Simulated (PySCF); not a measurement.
Cl₂W, neutral, multiplicity 5. Atoms are numbered in the order given.

```xyz
3

W      0.0000     0.0000    -0.2398
Cl     0.0000     2.1550     0.5218
Cl     0.0000    -2.1550     0.5218
```
Charge 0, spin multiplicity 5.

Geometry: B3LYP-D3(BJ)/def2-TZVP. The spin state was assumed, not searched. The def2 effective core potentials stand for the cores of W; spin–orbit coupling is left out.

Calculation: PySCF with PBE/def2-TZVPD.

Mulliken values depend strongly on the basis, most of all with diffuse functions as here. ESP charges are fitted to the potential on shells at 1.4 to 2.0 van der Waals radii. Atomic charges (e):

| atom | Mulliken | ESP fit | Mulliken spin |
|---|---|---|---|
| W1 | 0.63 | 0.35 | 4.05 |
| Cl2 | -0.32 | -0.18 | -0.02 |
| Cl3 | -0.32 | -0.18 | -0.02 |
